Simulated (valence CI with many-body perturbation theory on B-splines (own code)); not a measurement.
**E1 transitions of Yb⁶³⁺**

Computed by configuration interaction combined with many-body perturbation theory (CI+MBPT): five valence electrons over a frozen Dirac-Fock core [He], radial functions for each j: 9 s, 9 p, 8 d, 6 f, 3 g, 1 h, with the one-electron correlation potential Σ1, the two-electron term Σ2, the three-electron term Σ3, Breit, model QED; selected CI, second order for the rest (own B-spline code, finite nucleus).

The last digits are not significant, and no measured levels were compared; by estimate large intervals hold to a few tenths of a per cent, small ones and those within an open d or f shell to about a per cent. Among the levels kept, up to 1100 cm⁻¹ of a level comes from second order outside the variational space, and about a tenth of that is noise between levels of different J, which matters for small intervals.

Lines 51 to 100 of 256 in falling wavelength, among levels below 9851.5 eV, chosen from the strongest by gf and those to the six lowest levels. Wavelengths and rates use the calculated energies. Electric multipoles are in the length gauge, E1 and E2 with the static RPA response of the core. Weak lines are less certain than strong ones. Lines between different terms over intervals too small for the method are left out, as are lines whose strength nearly cancels. The highest levels of a list are the least certain.

Levels are named by their leading jj configuration (3d3/2^4 stands for four electrons in 3d with j = 3/2), which in mixed levels can hold well under half, so a name can repeat and another be missing. Letters in brackets count levels of one name in rising energy.

```
λ vac (nm)                               Upper                               Lower   A (s⁻¹)  log gf  Branch %
     2.988  (2s^2 2p1/2 2p3/2 3p3/2) J=1/2 [a]         (2s^2 2p1/2 2p3/2 3s) J=1/2  5.91e+11   -0.80       4.1
     2.986      (2s^2 2p1/2 2p3/2 3p3/2) J=7/2         (2s^2 2p1/2 2p3/2 3s) J=5/2  8.45e+11   -0.04      32.0
     2.985  (2s 2p1/2^2 2p3/2 3d3/2) J=3/2 [a]  (2s 2p1/2^2 2p3/2 3p1/2) J=3/2 [a]  4.62e+11   -0.61       0.2
     2.984  (2s^2 2p1/2 2p3/2 3d3/2) J=5/2 [a]  (2s^2 2p1/2 2p3/2 3p1/2) J=3/2 [a]  4.66e+11   -0.43       0.3
     2.983  (2s 2p1/2^2 2p3/2 3d3/2) J=5/2 [b]  (2s 2p1/2^2 2p3/2 3p1/2) J=3/2 [b]  5.56e+11   -0.35       1.7
     2.981          (2s 2p1/2^2 2p3/2^2) J=1/2          (2s^2 2p1/2 2p3/2^2) J=3/2  1.55e+08   -4.38       0.0
     2.976          (2s^2 2p1/2^2 3d3/2) J=3/2          (2s^2 2p1/2^2 3p1/2) J=1/2  5.77e+11   -0.51       0.3
     2.972          (2s 2p1/2^2 2p3/2^2) J=3/2          (2s^2 2p1/2 2p3/2^2) J=3/2  2.37e+10   -1.90       0.2
     2.970      (2s 2p1/2^2 2p3/2 3d3/2) J=7/2      (2s 2p1/2^2 2p3/2 3p1/2) J=5/2  5.43e+11   -0.24       4.3
     2.965  (2s^2 2p1/2 2p3/2 3p3/2) J=3/2 [a]         (2s^2 2p1/2 2p3/2 3s) J=1/2  2.89e+11   -0.82       8.7
     2.964      (2s^2 2p1/2 2p3/2 3d3/2) J=7/2      (2s^2 2p1/2 2p3/2 3p1/2) J=5/2  5.73e+11   -0.22       2.9
     2.964             (2p1/2^2 2p3/2^3) J=3/2            (2s 2p1/2 2p3/2^3) J=5/2  1.49e+11   -1.11       0.9
     2.957  (2s 2p1/2^2 2p3/2 3d3/2) J=1/2 [a]  (2s 2p1/2^2 2p3/2 3p1/2) J=3/2 [a]  6.16e+11   -0.79       0.6
     2.956  (2s^2 2p1/2 2p3/2 3p3/2) J=5/2 [a]     (2s^2 2p1/2 2p3/2 3s) J=3/2 [a]  8.92e+11   -0.15      23.5
     2.950  (2s^2 2p1/2 2p3/2 3d3/2) J=3/2 [a]      (2s^2 2p1/2 2p3/2 3p1/2) J=1/2  3.29e+11   -0.76       0.1
     2.946  (2s 2p1/2^2 2p3/2 3p3/2) J=5/2 [a]     (2s 2p1/2^2 2p3/2 3s) J=3/2 [a]  3.52e+11   -0.56       0.1
     2.936      (2s 2p1/2^2 2p3/2 3p3/2) J=7/2         (2s 2p1/2^2 2p3/2 3s) J=5/2  7.95e+11   -0.09      10.2
     2.917  (2s 2p1/2^2 2p3/2 3p3/2) J=1/2 [a]     (2s 2p1/2^2 2p3/2 3s) J=3/2 [a]  7.77e+11   -0.70       0.2
     2.916  (2s 2p1/2^2 2p3/2 3d3/2) J=1/2 [b]      (2s 2p1/2^2 2p3/2 3p1/2) J=1/2  4.92e+11   -0.90       0.2
     2.912  (2s^2 2p1/2 2p3/2 3d3/2) J=1/2 [a]      (2s^2 2p1/2 2p3/2 3p1/2) J=1/2  5.35e+11   -0.87       0.3
     2.898  (2s^2 2p1/2 2p3/2 3p3/2) J=3/2 [a]     (2s^2 2p1/2 2p3/2 3s) J=3/2 [a]  1.68e+11   -1.07       5.1
     2.898          (2s^2 2p1/2^2 3p3/2) J=3/2             (2s^2 2p1/2^2 3s) J=1/2  9.35e+11   -0.33      43.7
     2.888  (2s^2 2p1/2 2p3/2 3p3/2) J=3/2 [b]     (2s^2 2p1/2 2p3/2 3s) J=3/2 [b]  3.89e+11   -0.71       7.2
     2.886  (2s 2p1/2^2 2p3/2 3p3/2) J=3/2 [b]     (2s 2p1/2^2 2p3/2 3s) J=3/2 [b]  3.73e+11   -0.73       0.2
     2.874  (2s 2p1/2^2 2p3/2 3p3/2) J=3/2 [a]         (2s 2p1/2^2 2p3/2 3s) J=5/2  1.93e+11   -1.02       0.1
     2.862  (2s^2 2p1/2 2p3/2 3d3/2) J=5/2 [b]      (2s^2 2p1/2 2p3/2 3p1/2) J=5/2  2.39e+11   -0.75       0.0
     2.846  (2s^2 2p1/2 2p3/2 3p3/2) J=3/2 [b]         (2s^2 2p1/2 2p3/2 3s) J=5/2  1.47e+11   -1.15       2.7
     2.844  (2s^2 2p1/2 2p3/2 3p3/2) J=5/2 [b]     (2s^2 2p1/2 2p3/2 3s) J=3/2 [b]  4.97e+11   -0.44      17.5
     2.824  (2s^2 2p1/2 2p3/2 3d3/2) J=3/2 [b]      (2s^2 2p1/2 2p3/2 3p1/2) J=5/2  1.65e+11   -1.10       0.0
     2.821  (2s 2p1/2^2 2p3/2 3p3/2) J=3/2 [b]         (2s 2p1/2^2 2p3/2 3s) J=1/2  5.02e+11   -0.62       0.3
     2.804  (2s^2 2p1/2 2p3/2 3p3/2) J=5/2 [b]         (2s^2 2p1/2 2p3/2 3s) J=5/2  5.27e+11   -0.43      18.6
     2.793  (2s 2p1/2^2 2p3/2 3p3/2) J=1/2 [b]         (2s 2p1/2^2 2p3/2 3s) J=1/2  7.05e+11   -0.78       3.6
     2.784  (2s^2 2p1/2 2p3/2 3p3/2) J=3/2 [b]         (2s^2 2p1/2 2p3/2 3s) J=1/2  2.73e+11   -0.90       5.1
     2.765  (2s 2p1/2^2 2p3/2 3p3/2) J=5/2 [a]         (2s 2p1/2^2 2p3/2 3s) J=5/2  5.46e+11   -0.43       0.2
     2.725  (2s^2 2p1/2 2p3/2 3p3/2) J=3/2 [b]     (2s^2 2p1/2 2p3/2 3s) J=3/2 [a]  2.96e+11   -0.88       5.5
     2.708  (2s^2 2p1/2 2p3/2 3p3/2) J=1/2 [b]     (2s^2 2p1/2 2p3/2 3s) J=3/2 [b]  1.02e+12   -0.65      15.1
     2.616  (2s^2 2p1/2 2p3/2 3p3/2) J=1/2 [b]         (2s^2 2p1/2 2p3/2 3s) J=1/2  2.47e+11   -1.29       3.7
     2.564  (2s 2p1/2^2 2p3/2 3p3/2) J=5/2 [b]     (2s 2p1/2^2 2p3/2 3s) J=3/2 [a]  1.04e+11   -1.21       0.1
     1.703                (2s^2 2p3/2^3) J=3/2          (2s 2p1/2^2 2p3/2^2) J=1/2  3.12e+09   -3.27       7.6
     1.500                (2s^2 2p3/2^3) J=3/2          (2s 2p1/2^2 2p3/2^2) J=5/2  4.77e+09   -3.19      11.6
    0.9228        (2s 2p1/2 2p3/2^3) J=3/2 [a]          (2s^2 2p1/2 2p3/2^2) J=1/2  4.62e+10   -2.63       0.8
    0.8929          (2s 2p1/2^2 2p3/2^2) J=5/2          (2s^2 2p1/2^2 2p3/2) J=3/2  1.70e+12   -0.91      97.4
    0.8910        (2s 2p1/2 2p3/2^3) J=3/2 [a]          (2s^2 2p1/2 2p3/2^2) J=5/2  1.87e+11   -2.05       3.2
    0.8766        (2s 2p1/2 2p3/2^3) J=3/2 [a]          (2s^2 2p1/2 2p3/2^2) J=3/2  5.51e+12   -0.60      95.4
    0.8662            (2s 2p1/2 2p3/2^3) J=5/2          (2s^2 2p1/2 2p3/2^2) J=5/2  5.44e+12   -0.44      93.5
    0.8596            (2s 2p1/2 2p3/2^3) J=1/2          (2s^2 2p1/2 2p3/2^2) J=1/2  3.89e+12   -1.06      26.4
    0.8586  (2s 2p1/2^2 2p3/2 3d3/2) J=3/2 [b]          (2s^2 2p1/2^2 3d3/2) J=3/2  6.11e+12   -0.57       5.8
    0.8581  (2s 2p1/2^2 2p3/2 3p3/2) J=5/2 [b]          (2s^2 2p1/2^2 3p3/2) J=3/2  7.06e+12   -0.33       3.6
    0.8553               (2p1/2 2p3/2^4) J=1/2        (2s 2p1/2 2p3/2^3) J=3/2 [b]  1.56e+13   -0.46      66.7
    0.8553         (2s 2p1/2^2 2p3/2 3s) J=1/2             (2s^2 2p1/2^2 3s) J=1/2  7.19e+12   -0.80       3.6
```
